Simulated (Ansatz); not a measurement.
Relaxation of CH4Al2S (8 atoms, charge 0, multiplicity 1), to a largest force component of 0.02 eV/Å in at most 50 steps.

All numbers below come from RKS B3LYP-D4/def2-SVP (Ansatz).

```xyz
8
Properties=species:S:1:pos:R:3:forces:R:3
C -0.666 0.946 -0.314 -0.40 0.40 -0.17
Al 1.224 0.501 0.363 -0.01 1.99 -0.17
Al 0.305 -1.836 0.269 -1.22 -2.72 -0.15
S -1.499 -0.714 -0.427 1.36 -0.29 0.47
H -0.765 1.389 -1.311 0.18 0.20 -0.24
H -1.309 1.546 0.340 0.01 0.26 0.26
H 1.701 -2.253 0.768 1.55 0.96 0.41
H 0.353 -3.398 0.426 -1.47 -0.79 -0.41
```

Question: Where does it end, and by what steps?

Answer: The run converged. After 33 steps the energy has fallen by 2.584 eV; H7 moved furthest, 1.53 Å. Joined: Al2–S4.

| step | energy less start (eV) | largest force component (eV/Å) | accepted |
| --- | --- | --- | --- |
| 0 | 0.0000 | 2.721 | yes |
| 2 | -1.7444 | 0.713 | yes |
| 4 | -2.2006 | 0.195 | yes |
| 6 | -2.2765 | 0.377 | yes |
| 8 | -2.2940 | 0.291 | yes |
| 10 | -2.3683 | 0.393 | yes |
| 12 | -2.4113 | 0.839 | yes |
| 14 | -2.4773 | 0.207 | yes |
| 16 | -2.5109 | 0.210 | yes |
| 18 | -2.5189 | 0.071 | yes |
| 20 | -2.5216 | 0.040 | yes |
| 22 | -2.5556 | 0.239 | yes |
| 24 | -2.5738 | 0.175 | yes |
| 26 | -2.5791 | 0.052 | yes |
| 28 | -2.5784 | 0.162 | no |
| 30 | -2.5799 | 0.144 | no |
| 32 | -2.5841 | 0.022 | yes |
| 33 | -2.5842 | 0.012 | yes |

```xyz
8
Properties=species:S:1:pos:R:3
C -0.623 1.038 -0.243
Al 0.614 0.437 1.211
Al 0.491 -2.117 0.241
S -1.268 -0.689 -0.114
H -0.168 1.255 -1.221
H -1.459 1.723 -0.049
H 1.733 -2.066 -0.746
H 0.024 -3.399 1.034
```

Whether the end is a true minimum wasn't checked by a vibrational analysis.

Run time: 71 s on 2 threads of Arm Neoverse V1, with other jobs on the host, peak memory 0.18 GiB.
